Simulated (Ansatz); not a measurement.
Species: difluoro(methyl)borane, CH3BF2, charge 0, multiplicity 1. 
Geometry from a B3LYP-D3(BJ)/def2-TZVP (Ansatz, an electronic-structure program) optimisation:
```xyz
7

B      0.0771     0.0120    -0.0053
F      0.7240     1.1667    -0.0994
F      0.8362    -1.0778    -0.0117
C     -1.4736    -0.0795     0.1049
H     -1.9551     0.8969     0.1082
H     -1.7559    -0.6147     1.0156
H     -1.8749    -0.6658    -0.7265
```

Basis-set convergence of Hartree-Fock and CCSD(T) correlation energies (hartree) with Ansatz. Cores are frozen in the correlated levels unless marked. Spin-orbit coupling is left out. Non-relativistic.

```csv
basis,functions,E(HF),"E(corr, CCSD(T))"
cc-pVDZ,-,-263.32727,-0.63486
cc-pVTZ,162,-263.42251,-0.81579
cc-pVQZ,310,-263.44305,-0.87765
```

Extrapolating the two largest sets (X = 3 and 4) as X^-3: E(corr) = (64·(-0.87765) - 27·(-0.81579))/37 = -0.9228 Eh, an estimate of the basis-set limit. The largest set recovers 95.1 % of it, the smallest 68.8 %.
